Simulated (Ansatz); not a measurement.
CH$_{8}$AlNO$_{2}$Si (SMILES C[N]([SiH3])[Al]([OH])[OH]), singlet, at a GFN2-xTB geometry (such geometries of metal compounds can be far from the true shape), atoms displaced at random by about 0.03 Å a coordinate; PBE0/STO-3G, gradient in Ansatz (a program for electronic structure).

The Ansatz input:
Ansatz 0.2 input:
```yaml
crystal:
  periodic: [false, false, false]
  atoms:
    - {symbol: Si, position_ang: [-1.71358557, -0.45711690, 1.08014665]}
    - {symbol: N, position_ang: [-0.76725706, 0.18122432, -0.08566109]}
    - {symbol: C, position_ang: [-1.37393122, 0.95427296, -1.10219305]}
    - {symbol: Al, position_ang: [1.05322377, -0.00634038, -0.27017702]}
    - {symbol: O, position_ang: [1.91172363, -0.91924563, 0.82140408]}
    - {symbol: O, position_ang: [1.82222782, 0.71822703, -1.47357909]}
    - {symbol: H, position_ang: [-2.39839120, 0.65606365, 1.84012994]}
    - {symbol: H, position_ang: [-0.93446695, -1.25761230, 1.98997673]}
    - {symbol: H, position_ang: [-2.78378582, -1.32579950, 0.50935121]}
    - {symbol: H, position_ang: [-0.64777412, 1.30079550, -1.91970110]}
    - {symbol: H, position_ang: [-2.15318339, 0.44804807, -1.63205953]}
    - {symbol: H, position_ang: [-1.85851901, 1.92246032, -0.60593968]}
    - {symbol: H, position_ang: [2.00559994, -1.44085082, 1.67527645]}
    - {symbol: H, position_ang: [2.53075387, 0.90574263, -2.09039381]}
basis:
  gaussian:
    orbitals: STO-3G
hamiltonian:
  xc: pbe0
output: {forces: true}
```

### Question
What does Ansatz print? Leave out banner, timings and long lists.

### Answer

```
Functional definition: PBE0
588 factors; integrals over basis functions are off by at most 4.9e-5 eV
mean field evaluation 1: about -20948.8292 eV, gradient 3.8e1 eV
mean field evaluation 2: about -20949.6158 eV, gradient 3.6e1 eV
mean field evaluation 4: about -20953.4168 eV, gradient 6.0e-1 eV
mean field evaluation 8: about -20953.3807 eV, gradient 1.6e-2 eV
mean field -20953.38072145 eV, -770.0225388019 hartree, gradient 3.4e-5 eV, S^2 0.000000; 0 other end points of the search recorded, 0 dependent functions left out
the calculation of the forces begins
reference -20953.38074339 eV, -770.0225396080 hartree; 32, 32 occupied and 14, 14 virtual orbitals, 588 factors
Total energy: -20953.38074339 eV, -770.0225396080 hartree
Atom 0 at    -1.713586    -0.457117     1.080147 Å, force    -3.667801    -0.837193     2.828150 eV/Å
Atom 1 at    -0.767257     0.181224    -0.085661 Å, force     6.166009    -0.383701    -1.837352 eV/Å
Atom 2 at    -1.373931     0.954273    -1.102193 Å, force    -0.254712     4.595457    -0.464666 eV/Å
Atom 3 at     1.053224    -0.006340    -0.270177 Å, force    -0.983879    -1.342816     2.179426 eV/Å
Atom 4 at     1.911724    -0.919246     0.821404 Å, force     0.675929     0.396272    -0.926704 eV/Å
Atom 5 at     1.822228     0.718227    -1.473579 Å, force    -1.937924     0.342897     0.596547 eV/Å
Atom 6 at    -2.398391     0.656064     1.840130 Å, force     0.465137    -1.121438    -0.525374 eV/Å
Atom 7 at    -0.934467    -1.257612     1.989977 Å, force     0.131583     0.019286     0.063670 eV/Å
Atom 8 at    -2.783786    -1.325800     0.509351 Å, force     0.583972     0.569360     0.441901 eV/Å
Atom 9 at    -0.647774     1.300795    -1.919701 Å, force    -0.761797    -0.309535     1.318334 eV/Å
Atom 10 at    -2.153183     0.448048    -1.632060 Å, force    -1.475657    -0.771350    -0.746469 eV/Å
Atom 11 at    -1.858519     1.922460    -0.605940 Å, force     0.799434    -1.725265    -1.618853 eV/Å
Atom 12 at     2.005600    -1.440851     1.675276 Å, force    -1.086024     0.756633    -0.767906 eV/Å
Atom 13 at     2.530754     0.905743    -2.090394 Å, force     1.345729    -0.188607    -0.540703 eV/Å
Dipole moment:     0.338208    -0.059772    -0.076008 e Å
```
